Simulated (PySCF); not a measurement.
# Interval between two levels of Mg by level of theory

Mg [Ne] 3s2 → Mg [Ne] 3p2 [3P2, M_J = 2], as a difference of total energies. All numbers are calculated (PySCF 2.14, the two-component X2C-1e Hamiltonian, in x2c-TZVPall-2c (5s5p3d, 35 functions)). Correlated levels: [Ne] frozen. "Screened" scales the spin-orbit matrix elements by Boettger's factors to mimic the two-electron term; Breit and QED terms are absent.

```json
{"method": "GHF (spin-free)", "interval between two levels (cm⁻¹)": "51252", "error (cm⁻¹)": "-6622"}
{"method": "GMP2 (spin-free)", "interval between two levels (cm⁻¹)": "55040", "error (cm⁻¹)": "-2834"}
{"method": "GHF (screened spin-orbit)", "interval between two levels (cm⁻¹)": "51273", "error (cm⁻¹)": "-6600"}
{"method": "GMP2 (screened spin-orbit)", "interval between two levels (cm⁻¹)": "55062", "error (cm⁻¹)": "-2812"}
```

Reference: 57874 cm⁻¹ (measured; NIST Handbook of Basic Atomic Spectroscopic Data (Sansonetti and Martin, J. Phys. Chem. Ref. Data 34, 1559 (2005))).

Errors of the correlated levels include the incompleteness of this basis and the frozen core.

The labels give the starting determinants; with spin-orbit coupling the two ends relaxed to ⟨J²⟩ = 0.00, ⟨L²⟩ = 0.00, ⟨S²⟩ = 0.00 and ⟨J²⟩ = 6.00, ⟨L²⟩ = 2.00, ⟨S²⟩ = 2.00.
